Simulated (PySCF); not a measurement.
One of the candidates below gave these computed data.

All candidates are C5H11As.

- Rotational structure: rotational constants A, B, C: 4.321, 1.382, 1.250 GHz [PBE0-D3(BJ)/def2-SVP]
- 1H NMR: chemical shifts (computed TMS as zero) by class: 5.92 (1 H), 5.29 (1 H), 5.19 (1 H), 2.02 (2 H), 0.87 (6 H) ppm [GIAO B97-2/pcSseg-1]
- Valence photoelectron: vertical ionisation energy: 8.50 eV [ΔSCF CAM-B3LYP/def2-SVPD]
- UV, first state: lowest singlet excitation: 5.94 eV (209 nm, f = 0.184) [TDDFT CAM-B3LYP/def2-SVPD]
- 13C NMR: chemical shifts (computed TMS as zero) by class: 140.0 (1 C), 119.6 (1 C), 40.6 (1 C), 14.9 (2 C) ppm [GIAO B97-2/pcSseg-1]
- Couplings: largest of the computed one-bond spin–spin couplings (means over like bonds): 13C–1H +169.3, 13C–1H +164.2, 13C–1H +158.8, 13C–1H +140.7 (×2), 13C–1H +138.9 (×6), 13C–13C +76.8, 13C–13C +46.3 Hz [B3LYP/pcJ-1 (pcSseg-1 on As), spin–dipole term left out]
- Polarisability: 97.2 au [CAM-B3LYP/def2-SVPD]
- UV, strongest line: among the 10 lowest singlet transitions: S5 at 6.92 eV (179 nm, f = 0.273) [TDDFT CAM-B3LYP/def2-SVPD]

Electronic properties: PySCF, gas phase, density fitting. Levels stand in brackets. One conformer (not necessarily the lowest) at the PBE0-D3(BJ)/def2-SVP geometry, without solvent, vibrations or thermal averaging. The calculation is non-relativistic and has no spin–orbit coupling, an omission that weighs most on arsenic. Each NMR value is the plain mean over a class of atoms that symmetry, rotation or inversion makes alike.

Question: Which candidate is it?
A. `C1CC[AsH]CC1`
B. `C=CC[C@H](C)[AsH2]`
C. `C[As]1CCCC1`
D. `C=CC[As](C)C`

Answer: D. It is `C=CC[As](C)C`. Numbering: `[CH2:1]=[CH:2][CH2:3][As:4]([CH3:5])[CH3:6]`. 5 carbons fall into 4 classes; from least to most shielded: alkene CH carbon [C2] (140.0 ppm), terminal =CH2 carbon [C1] (119.6 ppm), allylic carbon [C3] (40.6 ppm), methyl carbon [C5/C6] (14.9 ppm, 2 C, up to 2.4 ppm apart in this geometry). Hydrogen classes from least to most shielded: 1 H on an alkene CH carbon, C2 (5.92 ppm), 1 H on a terminal =CH2 carbon, C1 (5.29 ppm), 1 H on a terminal =CH2 carbon, C1 (5.19 ppm), 2 H on an allylic carbon, C3 (2.02 ppm), 6 H on 2 methyl carbons, C5/C6 (0.87 ppm, a mean of values up to 0.5 ppm apart in this geometry). The couplings run between: +169.3 Hz, terminal =CH2 carbon [C1] and its hydrogen; +164.2 Hz, terminal =CH2 carbon [C1] and its hydrogen; +158.8 Hz, alkene CH carbon [C2] and its hydrogen; +140.7 Hz, allylic carbon [C3] and its hydrogen (with 1 like pair); +138.9 Hz, methyl carbon [C5] and its hydrogen (with 5 like pairs); +76.8 Hz, terminal =CH2 carbon [C1] and alkene CH carbon [C2]; +46.3 Hz, alkene CH carbon [C2] and allylic carbon [C3]. The first electron is taken from the HOMO, whose largest Löwdin shares are 0.52 on the arsenic bonded to 3 C, 0.13 on the allylic carbon, 0.08 on a methyl carbon and 0.07 on a methyl carbon. The optimised geometry has point group C1 and is an asymmetric top. NMR values of atoms bound to As lack the spin–orbit term that these neighbours bring.

The others, at the same levels:
- `C1CC[AsH]CC1` fails: its computed vertical ionisation energy is 8.73 eV (against 8.50 eV), static isotropic polarisability is 88.2 au (against 97.2 au) and rotational constant A is 3.837 GHz (against 4.321 GHz).
- `C=CC[C@H](C)[AsH2]` fails: its computed lowest singlet excitation is 6.29 eV (197 nm, f = 0.083) (against 5.94 eV), vertical ionisation energy is 9.20 eV (against 8.50 eV) and strongest line among the 10 lowest singlet transitions is S6 at 7.40 eV (168 nm, f = 0.305) (against S5 at 6.92 eV).
- `C[As]1CCCC1` fails: its computed lowest singlet excitation is 6.22 eV (199 nm, f = 0.085) (against 5.94 eV), static isotropic polarisability is 89.4 au (against 97.2 au) and rotational constant A is 3.688 GHz (against 4.321 GHz).

Each candidate is one conformer, not necessarily the lowest. The conformers computed, where there is a choice (atom-mapped SMILES and torsion angles):
- `[CH2:1]=[CH:2][CH2:3][As:4]([CH3:5])[CH3:6]`: C1–C2–C3–As4 -102°, C2–C3–As4–C5 -164°
- `[CH2:1]=[CH:2][CH2:3][C@H:4]([CH3:5])[AsH2:6]`: C1–C2–C3–C4 115°, C2–C3–C4–C5 -174°, H–As6–C4–C3 74°, H–As6–C4–C3 167°

The conformers of `C[As]1CCCC1` aren't listed.
